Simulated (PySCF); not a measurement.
A PySCF script (with the pyscf-properties extension) for the NMR shieldings of `[C@H](C(=C)CF)(C)CC`, C$_{7}$H$_{13}$F, on a GFN2-xTB geometry:

```python
import basis_set_exchange as bse
import numpy as np
from pyscf import gto, dft
from pyscf.prop import nmr

atoms = """
C    -1.111253    0.144835   -1.991635
C    -0.771452    0.325761   -0.725698
C    -1.810481    0.487773    0.350020
F    -3.087482    0.440456   -0.151682
C     0.671173    0.392274   -0.282737
C     1.011218    1.768343    0.297736
C     1.027670   -0.716049    0.718287
C     0.769997   -2.107387    0.153062
H    -2.140583    0.105586   -2.303913
H    -0.369474    0.029555   -2.763034
H    -1.743103   -0.315825    1.092853
H    -1.712610    1.457090    0.852438
H     1.285387    0.243293   -1.177375
H     0.690744    2.555917   -0.380325
H     2.085664    1.856075    0.441553
H     0.529047    1.917921    1.260837
H     0.460096   -0.579844    1.641162
H     2.085909   -0.620625    0.971460
H    -0.280708   -2.234841   -0.096036
H     1.049019   -2.870440    0.875989
H     1.352302   -2.262923   -0.752339
"""
names = dict.fromkeys(["C", "F", "H"], "pcSseg-1")
basis = {el: gto.basis.parse(bse.get_basis(n, elements=[el], fmt="nwchem")) for el, n in names.items()}
mol = gto.M(atom=atoms, basis=basis, charge=0, verbose=0)
mf = dft.RKS(mol, xc="PBE0")
mf.grids.level = 2
mf.grids.alignment = dft.numint.BLKSIZE   # the property module wants whole blocks of grid points
mf.conv_tol = 1e-9
mf.kernel()

calc = nmr.RKS(mf)   # GIAO
C = mf.mo_coeff
Co = C[:, mf.mo_occ > 0]
resp = mf.gen_response(singlet=True, hermi=2)
def vind(x):   # induced exchange potential for any number of trial vectors
    d = np.einsum("pi,xij,qj->xpq", C, 2 * x.reshape(-1, C.shape[1], Co.shape[1]), Co, optimize=True)
    return np.einsum("xpq,pi,qj->xij", resp(d - d.transpose(0, 2, 1)), C, Co, optimize=True).ravel()
mo1, _ = nmr.rhf.solve_mo1(calc, with_cphf=vind)
sigma = calc.kernel(mo1)
for i, s in enumerate(sigma):   # ppm
    print("%2d %-2s %9.2f" % (i, mol.atom_pure_symbol(i), np.trace(s) / 3))
```

Q: What are the results?

A: 
```
 0 C      71.02
 1 C      30.16
 2 C     102.63
 3 F     441.07
 4 C     139.45
 5 C     162.89
 6 C     155.71
 7 C     171.89
 8 H      26.20
 9 H      26.32
10 H      26.55
11 H      26.42
12 H      29.54
13 H      30.46
14 H      30.45
15 H      30.70
16 H      30.64
17 H      30.33
18 H      30.64
19 H      30.63
20 H      30.98
```

These numbers come from an equivalent density-fitted implementation of the same equations, which agrees with the script to about 0.01 ppm for H and up to a few tenths of a ppm for heavy atoms, so last digits may differ.

Q: Turn these shieldings into chemical shifts. Chemical shifts δ = σref − σ; $^{13}$C (σref 186.93) and $^{1}$H (σref 31.72) vs TMS; $^{19}$F (σref 170.95) against CFCl3, all at this level.

A: Averaging equivalent atoms: C 1: 156.8; C 0: 115.9; C 2: 84.3; C 4: 47.5; C 6: 31.2; C 5: 24.0; C 7: 15.0; F 3: -270.1; H 8: 5.52; H 9: 5.40; H 11: 5.30; H 10: 5.17; H 12: 2.18; H 17: 1.39; H 13/14/15: 1.18; H 16: 1.08; H 18/19/20: 0.97 ppm. Unscaled 19F shifts against computed CFCl3 carry errors that often reach 10 to 50 ppm.

Size and cost of the density-fitted run: 201 basis functions, 84 s wall time on 1 thread of an Arm Neoverse N1, shared host; peak memory 0.84 GiB.
